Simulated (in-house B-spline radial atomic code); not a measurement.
Whole-atom quantities along the 54-electron series, configuration [Kr] 4d10 4f6 5s2. Breit and QED terms are first order and not part of the total energy; the density at the nucleus is averaged over the nuclear charge. Computed with a B-spline radial code for spherical atoms: Dirac-Hartree-Fock, average of the configuration, finite nuclei.

```tsv
ion	Z	E/Z² (Eh)	Σ<r²> (bohr²)	n(0)/Z³ (bohr⁻³)	Lamb diamagnetic shielding (ppm)	repulsion over attraction	Breit energy (eV)	self-energy (eV)	vacuum polarisation (eV)	Dirac less non-relativistic energy (Eh)
Tb11+	65	-2.7641	14.632	2.3392	7742.96	0.13766	292.84	234.07	-37.117	-486.22
Dy12+	66	-2.7822	13.632	2.4043	7911.8	0.1361	308.64	247.69	-39.828	-520.41
Ho13+	67	-2.8001	12.748	2.4957	8082.05	0.13453	325.04	261.95	-42.726	-556.57
```
